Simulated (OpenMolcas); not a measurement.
## Lu: CASPT2 settings compared

```
Program             : OpenMolcas 26.06
Basis               : ANO-RCC-VDZ [7s6p4d2f]
Scalar Hamiltonian  : DKH2, point nucleus
Active space        : 3 electrons in 6 orbitals (5d 6s)
State averaging     : 2S+1 = 4 even, 17 roots (10 in the spin-orbit step); 2S+1 = 2 even, 29 roots
Spin-orbit coupling : RASSI with atomic mean-field integrals over the reference wave functions, term energies averaged over their components
```

Methods on the same reference wave functions:
A. CASSCF
B. SS-CASPT2, IPEA 0.2 Eh, real shift 0.5 Eh (closed shells correlated: none)
C. SS-CASPT2, IPEA 0.1 Eh, sigma2 regulariser 0.15 Eh (closed shells correlated: none)
D. SS-CASPT2, IPEA 0.4 Eh, sigma1 regulariser 0.25 Eh (closed shells correlated: 4f 5s 5p)
E. MS-CASPT2, IPEA 0.4 Eh, sigma1 regulariser 0.25 Eh (closed shells correlated: 4f 5s 5p)
F. MS-CASPT2, IPEA 0.2 Eh, real shift 0.5 Eh (closed shells correlated: none)

Energies in cm⁻¹ above 5d 6s² ²D_3/2, the measured ground level; measured values from NIST Handbook of Basic Atomic Spectroscopic Data.

| Level | A | B | C | D | E | F | Measured |
| --- | --- | --- | --- | --- | --- | --- | --- |
| 5d 6s² ²D_3/2 | 0.0 | 0.0 | 0.0 | 0.0 | 0.0 | 0.0 | 0.0 |
| 5d 6s² ²D_5/2 | 1897 | 1896 | 1896 | 1897 | 1949 | 1923 | 1994 |
| 5d² 6s ⁴F_3/2 | 14860 | 17220 | 18050 | 19040 | 19200 | 17260 | 18851 |
| 5d² 6s ⁴F_5/2 | 15505 | 17870 | 18690 | 19690 | 19860 | 17910 | 19403 |
| 5d² 6s ⁴F_7/2 | 16414 | 18800 | 19620 | 20630 | 20790 | 18840 | 20247 |
| 5d² 6s ⁴F_9/2 | 17521 | 19910 | 20740 | 21740 | 21910 | 19950 | 21242 |
| 5d² 6s ⁴P_1/2 | 22267 | 24060 | 24690 | 25480 | 25650 | 24100 | 21472 |
| 5d² 6s ⁴P_3/2 | 22590 | 24350 | 24980 | 25760 | 25930 | 24390 | 22468 |
| 5d² 6s ⁴P_5/2 [60 %] | 22925 | 24440 | 25000 | 25810 | 25990 | 24480 |  |
| 5d² 6s ²D_3/2 | 26137 | 26300 | 26940 | 27550 | 27870 | 26380 | 24518 |
| 5d² 6s ²G_9/2 | 28205 | 29750 | 30120 | 31690 | 31860 | 29800 | 26671 |
| 5d² 6s ²P_1/2 | 29528 | 29900 | 29750 | 31520 | 31690 | 29950 | 28793 |

Deviations, from unrounded energies. A percentage is the sum of absolute deviations over the sum of measured energies, with the sign that they share, or ± where signs differ.

```csv
Against measurement,Levels,A,B,C,D,E,F
mean absolute deviation (cm-1),10,2000,1600,1500,2000,2100,1700
fine structure of the ground term (%),1,-4.9,-4.9,-4.9,-4.9,-2.3,-3.5
other configurations (%),9,±9.9,±8.0,±7.5,+9.5,+10.4,±8.1
```

C lies closest to measurement on these levels and E furthest from it. The largest miss of C in the table is 5d² 6s ²G_9/2, by +3400 cm-1. The ranking rests on the paired levels alone, and a cruder setting can come out closer through cancelling errors.

Among B to F the level of the table that moves most is 5d² 6s ²G_9/2, by 2100 cm-1 (lowest in B, highest in E). Moves below CASPT2's spread within the term are not significant.

The two smallest mean deviations differ by little beside CASPT2's spread within terms, so their order carries little weight.

The lowest spin-free term lies below A's lowest term by 0.014 hartree in B, 0.018 hartree in C, 0.664 hartree in D, 0.664 hartree in E, 0.014 hartree in F.

CASPT2 does not keep the components of a term degenerate, so their means are used; among the terms shown or strongly mixed into the levels shown the widest spread is 330 cm-1 (5d² 6s ²G, E). Some high roots are left out of the spin-orbit mixing, which shifts the levels that they would mix with. A single d shell beside an s shell can misplace configurations of different d count against each other. Without dynamic correlation excited terms often stand tens of per cent too high (terms of higher spin than the ground term too low), and those without a measured partner can miss by more than the paired ones (holds for A). The CASPT2 spread within a term exceeds the gap to the next term for 5d² 6s ²F and 5d² 6s ²D, so the order of their levels is uncertain, and so are names and mixing where such terms share a J (holds for C). Computed and measured levels are paired by configuration, term and J; levels that our copy of the source lacks, or whose pairing is in doubt (as where it misses far off the trend of its configuration), stay unpaired and out of the deviations. Only configurations of the active space appear. Levels that lie high or do not pair safely by name in every column are left out.

A share in square brackets marks a mixed level and gives the weight of the term that names it, the lowest over the columns.
